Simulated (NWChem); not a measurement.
System: SiBrF, singlet; SMILES F[Si]Br

Results from NWChem. Low-valent species are run as closed-shell singlets; no triplet was tried in these runs. The geometry was optimised at B3LYP/6-31G* (spherical d).

Problem. What does the run give for B97-D/def2-SVP? Quantities: highest occupied level (eV); orbital gap (eV); dipole (D).

Solution. The highest occupied level (eV) comes out as -6.64 and the orbital gap (eV) is 3.30. The dipole (D) is 1.13.
